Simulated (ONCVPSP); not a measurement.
**Pseudopotential generation for titanium (Ti): ONCV, PBEsol, scalar-relativistic.**

Input for ONCVPSP 4.0.1:

```
# ATOM AND REFERENCE CONFIGURATION
# atsym  z   nc   nv     iexc    psfile
  Ti 22.00    3    4  -116133      upf
#
#   n    l    f
    1    0    2.00
    2    0    2.00
    2    1    6.00
    3    0    2.00
    3    1    6.00
    3    2    2.00
    4    0    2.00
#
# PSEUDOPOTENTIAL AND OPTIMIZATION
# lmax
    2
#
#   l,   rc,      ep,       ncon, nbas, qcut
    0    1.55    0.00    4    9    8.30
    1    1.00    0.00    4    8    8.40
    2    2.40    0.00    3    8    7.00
#
# LOCAL POTENTIAL
# lloc, lpopt,  rc(5),   dvloc0
    4    3    0.65    0.00
#
# VANDERBILT-KLEINMAN-BYLANDER PROJECTORs
# l, nproj, debl
    0    2    0.30
    1    1    0.90
    2    1    4.00
#
# MODEL CORE CHARGE
# icmod, fcfact, rcfact
    0    0.00    0.00
#
# LOG DERIVATIVE ANALYSIS
# epsh1, epsh2, depsh
   -4.00    5.00    0.02
#
# OUTPUT GRID
# rlmax, drl
    6.00    0.01
#
# TEST CONFIGURATIONS
# ncnf
    4
# nvcnf
#   n    l    f
    4
    3    0    2.00
    3    1    6.00
    3    2    2.00
    4    0    1.00
#
    4
    3    0    2.00
    3    1    6.00
    3    2    2.00
    4    0    0.00
#
    4
    3    0    2.00
    3    1    6.00
    3    2    1.00
    4    0    0.00
#
    5
    3    0    2.00
    3    1    6.00
    3    2    2.00
    4    0    1.00
    4    1    1.00
#
```

Command:

```bash
oncvpsp.x < Ti.dat > Ti.out
```

Output (shortened: citation, most of the input echo, consistency checks and plot data are left out):

```
ONCVPSP  (Optimized Norm-Conservinng Vanderbilt PSeudopotential)
scalar-relativistic version 4.0.1

#   n    l    f        energy (Ha)
    1    0    2.00    -1.7870837E+02
    2    0    2.00    -1.9706112E+01
    2    1    6.00    -1.6313820E+01
    3    0    2.00    -2.2950260E+00
    3    1    6.00    -1.4249552E+00
    3    2    2.00    -1.5712130E-01
    4    0    2.00    -1.6453684E-01

Reference configufation results
  iterations    25
  all-electron total energy (Ha)   -8.52599170D+02

Begin loop to  construct optimized pseudo wave functions
and semi-local pseudopoentials for all angular momenta

Calculating optimized projector #   1

 for l=   0

    Fraction of norm inside rc  0.913939
    Optimizing pswf for qcut=   8.30 a_B^-1,  ecut=  34.47 Ha
    Residual kinetic energy error=  6.80D-07 Ha

    Energy error per electron        Cutoff
         Ha          eV             Ha
         0.01000     0.27211       16.23
         0.00100     0.02721       22.43
         0.00010     0.00272       26.97
         0.00001     0.00027       30.51

Calculating optimized projector #   2

 for l=   0

    Fraction of norm inside rc  0.038112
    Optimizing pswf for qcut=   8.30 a_B^-1,  ecut=  34.47 Ha
    Residual kinetic energy error=  4.09D-07 Ha

    Energy error per electron        Cutoff
         Ha          eV             Ha
         0.01000     0.27211        5.45
         0.00100     0.02721       18.45
         0.00010     0.00272       24.65
         0.00001     0.00027       29.31

Calculating optimized projector #   1

 for l=   1

    Fraction of norm inside rc  0.474000
    Optimizing pswf for qcut=   8.39 a_B^-1,  ecut=  35.16 Ha
    Residual kinetic energy error=  6.28D-04 Ha

    Energy error per electron        Cutoff
         Ha          eV             Ha
         0.01000     0.27211       14.42
         0.00100     0.02721       31.41
         0.00010     0.00272      125.61
         0.00001     0.00027      201.53

Calculating optimized projector #   1

 for l=   2

    Fraction of norm inside rc  0.829349
    Optimizing pswf for qcut=   7.00 a_B^-1,  ecut=  24.52 Ha
    Residual kinetic energy error=  2.01D-07 Ha

    Energy error per electron        Cutoff
         Ha          eV             Ha
         0.01000     0.27211       14.03
         0.00100     0.02721       17.09
         0.00010     0.00272       19.51
         0.00001     0.00027       21.61

Construct Vanderbilt / Kleinmman-Bylander projectors

B matrix Hermiticity error, ll=   0
   1   2    1.3675E-04

  Orthonormal projector coefficients  1.5392E+01  1.7904E+00

Pseudoatom total energy  -57.350776

Diagnostic tests using Vanderbilt-Kleinman-Bylander pseudopotentials
  1 or more projectors used as specified by nproj input data

   l    rcore       rmatch      e in        delta e   norm test  slope test

   0   1.5537797   1.6009558  -2.2950260  -0.0000000   1.0001112   1.0001087
   0   1.5537797   1.6009558  -0.1645368   0.0000029   1.0000353   1.0000301

   1   1.0040073   1.0344911  -1.4249552  -0.0000243   1.0000001   1.0000554

   2   2.4045955   2.4776043  -0.1571213  -0.0000043   0.9999947   0.9999841

 Testing for bound ghosts
   n   l    E NL Schr. Eq   E Basis Diag.   E Cutoff

   1   0       -2.295026       -2.295022    144.99
   2   0       -0.164534       -0.049829    144.99

   2   1       -1.424979       -1.416070    219.52

   3   2       -0.157126       -0.156582     44.70

 Testing for highly-localized positive-energy ghosts
       l    <radius>/rc     E Basis Diag.   E Cutoff

Test configuration 0

   n   l     f        eae           eps        diff
   1   0  2.0000 -178.70836883
   2   0  2.0000  -19.70611200
   2   1  6.0000  -16.31382009
   3   0  2.0000   -2.29502604   -2.29502608   -4.03D-08
   3   1  6.0000   -1.42495524   -1.42497950   -2.43D-05
   3   2  2.0000   -0.15712130   -0.15712556   -4.26D-06
   4   0  2.0000   -0.16453684   -0.16453397    2.88D-06

    Total energies and differences
      AE_ref= -8.52599170D+02  AE_tst= -8.52599170D+02  dif=  0.00D+00
      PS_ref= -5.73507762D+01  PS_tst= -5.73507762D+01  dif=  1.14D-13
      PSP excitation error= -1.14D-13

Test configuration 1

   n   l     f        eae           eps        diff
   1   0  2.0000 -178.98008383
   2   0  2.0000  -19.97235531
   2   1  6.0000  -16.58053709
   3   0  2.0000   -2.56309153   -2.56502339   -1.93D-03
   3   1  6.0000   -1.69321455   -1.69475655   -1.54D-03
   3   2  2.0000   -0.41841945   -0.41968133   -1.26D-03
   4   0  1.0000   -0.38038838   -0.38032153    6.69D-05

    Total energies and differences
      AE_ref= -8.52599170D+02  AE_tst= -8.52328722D+02  dif=  2.70D-01
      PS_ref= -5.73507762D+01  PS_tst= -5.70803533D+01  dif=  2.70D-01
      PSP excitation error=  2.43D-05

Test configuration 2

   n   l     f        eae           eps        diff
   1   0  2.0000 -179.30288400
   2   0  2.0000  -20.28745678
   2   1  6.0000  -16.89629159
   3   0  2.0000   -2.87844081   -2.88375355   -5.31D-03
   3   1  6.0000   -2.00796049   -2.01229654   -4.34D-03
   3   2  2.0000   -0.72114731   -0.72455136   -3.40D-03

    Total energies and differences
      AE_ref= -8.52599170D+02  AE_tst= -8.51833664D+02  dif=  7.66D-01
      PS_ref= -5.73507762D+01  PS_tst= -5.65852396D+01  dif=  7.66D-01
      PSP excitation error= -3.14D-05

Test configuration 3

   n   l     f        eae           eps        diff
   1   0  2.0000 -179.93830281
   2   0  2.0000  -20.95361452
   2   1  6.0000  -17.55979404
   3   0  2.0000   -3.48516892   -3.47241153    1.28D-02
   3   1  6.0000   -2.60221160   -2.59065482    1.16D-02
   3   2  1.0000   -1.27317306   -1.25184097    2.13D-02

    Total energies and differences
      AE_ref= -8.52599170D+02  AE_tst= -8.50845241D+02  dif=  1.75D+00
      PS_ref= -5.73507762D+01  PS_tst= -5.56030482D+01  dif=  1.75D+00
      PSP excitation error=  6.20D-03

Test configuration 4

   n   l     f        eae           eps        diff
   1   0  2.0000 -178.75809982
   2   0  2.0000  -19.75368193
   2   1  6.0000  -16.36148969
   3   0  2.0000   -2.34421018   -2.34458739   -3.77D-04
   3   1  6.0000   -1.47406064   -1.47430714   -2.47D-04
   3   2  2.0000   -0.20200195   -0.20218871   -1.87D-04
   4   0  1.0000   -0.19213684   -0.19183761    2.99D-04
   4   1  1.0000   -0.07616521   -0.07632554   -1.60D-04

    Total energies and differences
      AE_ref= -8.52599170D+02  AE_tst= -8.52485510D+02  dif=  1.14D-01
      PS_ref= -5.73507762D+01  PS_tst= -5.72375092D+01  dif=  1.13D-01
      PSP excitation error=  3.92D-04
```

The run took about 4 s on one core of a shared server CPU.
